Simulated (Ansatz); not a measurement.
Start from `[F][GaH][I]` and change one atom or group to get `[F][Ga]([F])[I]`.

Ansatz, PBE0-D4/def2-TZVP geometries, multiplicity 1. 

Elements past krypton have def2 core potentials. Scalar relativity is left out up to krypton.

| property | `[F][GaH][I]` |
| --- | --- |
| LUMO energy (PBE/def2-TZVPP) / eV | -2.47 |
| HOMO–LUMO gap (PBE/def2-TZVPP) / eV | 4.41 |
| HOMO energy (B3LYP/def2-TZVPP) / eV | -7.78 |
| ideal-gas entropy at 298 K and 1 bar (rigid rotor, harmonic PBE0-D4/def2-TZVP) / J/(mol·K) | 314 |
| HOMO–LUMO gap (PBE0/def2-TZVPP) / eV | 6.32 |
| zero-point energy (PBE0-D4/def2-TZVP) / kJ/mol | 24.9 |

Question: Give the same properties after the change, and the shifts. (An estimate is asked.)

Answer: Ansatz gave: 
```json
{"property": "LUMO energy (PBE/def2-TZVPP) / eV", "`[F][Ga]([F])[I]`": "-3.20", "shift": "-0.73"}
{"property": "HOMO–LUMO gap (PBE/def2-TZVPP) / eV", "`[F][Ga]([F])[I]`": "4.20", "shift": "-0.21"}
{"property": "HOMO energy (B3LYP/def2-TZVPP) / eV", "`[F][Ga]([F])[I]`": "-8.34", "shift": "-0.56"}
{"property": "ideal-gas entropy at 298 K and 1 bar (rigid rotor, harmonic PBE0-D4/def2-TZVP) / J/(mol·K)", "`[F][Ga]([F])[I]`": "333", "shift": "19"}
{"property": "HOMO–LUMO gap (PBE0/def2-TZVPP) / eV", "`[F][Ga]([F])[I]`": "6.31", "shift": "-0.01"}
{"property": "zero-point energy (PBE0-D4/def2-TZVP) / kJ/mol", "`[F][Ga]([F])[I]`": "12.8", "shift": "-12.1"}
```

B3LYP here is the variant with VWN-RPA as its local correlation; programs differ in this.

Spin–orbit coupling is left out; it splits and shifts lone-pair levels of the heavy atoms by tenths of an eV.
